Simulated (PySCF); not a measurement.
Q: What does the PBE0-D3(BJ)/def2-SVP structure of InChI=1S/C9H14O2/c1-7-3-5-9(6-4-7)11-8(2)10/h9H,1,3-6H2,2H3 look like in three dimensions?

A: 
```
atom  x, y, z in Å
C1    -3.675    0.539    0.664
C2    -2.497    0.017    0.309
C3    -1.698   -0.889    1.207
C4    -0.281   -0.353    1.413
C5     0.399   -0.101    0.081
O6     1.689    0.451    0.357
C7     2.648    0.257   -0.560
C8     3.938    0.893   -0.131
O9     2.479   -0.353   -1.583
C10   -0.409    0.843   -0.797
C11   -1.828    0.312   -1.005
H12   -4.128    0.313    1.634
H13   -4.228    1.203   -0.005
H14   -1.635   -1.888    0.738
H15   -2.204   -1.024    2.175
H16   -0.316    0.595    1.975
H17    0.323   -1.059    2.006
H18    0.544   -1.051   -0.460
H19    3.782    1.965    0.059
H20    4.695    0.752   -0.911
H21    4.279    0.443    0.812
H22   -0.446    1.830   -0.305
H23    0.102    0.967   -1.764
H24   -1.772   -0.623   -1.594
H25   -2.424    1.023   -1.596
```

Orientation and origin are arbitrary. Atoms count from 1 in this order. The C–C distances run from 1.336 Å (C1=C2, drawn double) to 1.530 Å (C10–C11, drawn single), a spread of 0.194 Å. The 3 C–O bonds span 1.203 Å (C7=O9, drawn double) to 1.430 Å (C5–O6, drawn single), a spread of 0.227 Å. The 6-membered ring C2–C3–C4–C5–C10–C11 has internal angles of 110.8° to 113.8°; it is puckered, 0.22 Å rms from its mean plane, widest ring torsion 56°. Of the pairs four or more bonds apart, O9···H18 is among the closest relative to their van der Waals radii: 2.34 Å, 86 % of the sum of Bondi's values.

Bonds between heavy atoms (Å): C1=C2 1.336, C2–C3 1.504, C3–C4 1.529, C4–C5 1.517, C5–O6 1.430, O6–C7 1.341, C7–C8 1.501, C7=O9 1.203, C5–C10 1.521, C10–C11 1.530, C2–C11 1.504.

Computed, not measured: PBE0-D3(BJ)/def2-SVP geometry optimisation, gas phase (PySCF).

Point group: C1 (no symmetry element, even within 0.4 Å). No PBE0-D3(BJ)/def2-SVP frequencies stand behind this structure, so it isn't proved a minimum. The numbers are those of one conformer (C4–C5–O6–C7 154°, C5–O6–C7–C8 180°, C1–C2–C3–C4 -125°, C2–C3–C4–C5 -54°, C3–C4–C5–O6 177°, C4–C5–C10–C11 -56°).
